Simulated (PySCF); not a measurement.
C2H6AlN.
Geometry (PBE0-D3(BJ)/def2-SVP, Å), atoms numbered from 1 in this order:
```
atom  x, y, z in Å
C1     2.5688   -0.4342   -0.1315
C2     1.5117    0.1371    0.0957
Al3   -0.2019    1.0030    0.4318
N4    -1.3713   -0.5390   -0.2760
H5     3.5076   -0.9223   -0.3265
H6    -0.6817    1.0668    1.9569
H7    -0.6172    2.1775   -0.5724
H8    -2.3740   -0.3565   -0.2152
H9    -1.1470   -0.7281   -1.2544
H10   -1.1774   -1.3951    0.2465
```

The closed-shell ground state was solved at several levels (PySCF, density fitting, gas phase, non-relativistic).

```tsv
level	basis functions	total energy (Eh)	HOMO (eV)	LUMO (eV)	gap (eV)	dipole (D)
PBE0/def2-SVPD	132	-376.5205	-7.20	-0.54	6.66	5.31
PBE/pcSseg-2	235	-376.7211	-6.02	-1.44	4.58	5.35
OPBE/pcSseg-2	235	-376.9155	-5.97	-1.28	4.69	5.36
BP86/pcSseg-2	235	-377.0614	-6.12	-1.35	4.77	5.38
BLYP/pcSseg-2	235	-376.9928	-5.89	-1.44	4.45	5.33
B97-D/pcSseg-2	235	-376.9331	-5.99	-1.30	4.69	5.38
B3LYP/cc-pVTZ	208	-377.0634	-6.94	-0.66	6.28	5.38
```

Estimate the row for LDA/pcSseg-2, a basis of 235 functions; the other rows only guide the guess.

Total energy -374.7776 Eh, HOMO -6.11 eV, LUMO -1.55 eV, gap 4.56 eV, dipole 5.38 D.

Over all these levels, which gives the widest orbital gap and which the narrowest?

PBE0/def2-SVPD (global hybrid, 25 % exact exchange) has the widest, 6.66 eV, and BLYP/pcSseg-2 (GGA) the narrowest, 4.45 eV. Functional and basis both differ between the two, so the spread mixes both effects.

How far do the dipole and the HOMO energy spread over the levels?

The dipole runs from 5.31 to 5.38 D (mean 5.36 D) and the HOMO from -7.20 to -5.89 eV.

B97-D is run here without its empirical dispersion term; that term would change no orbital, density or response property at a fixed geometry.
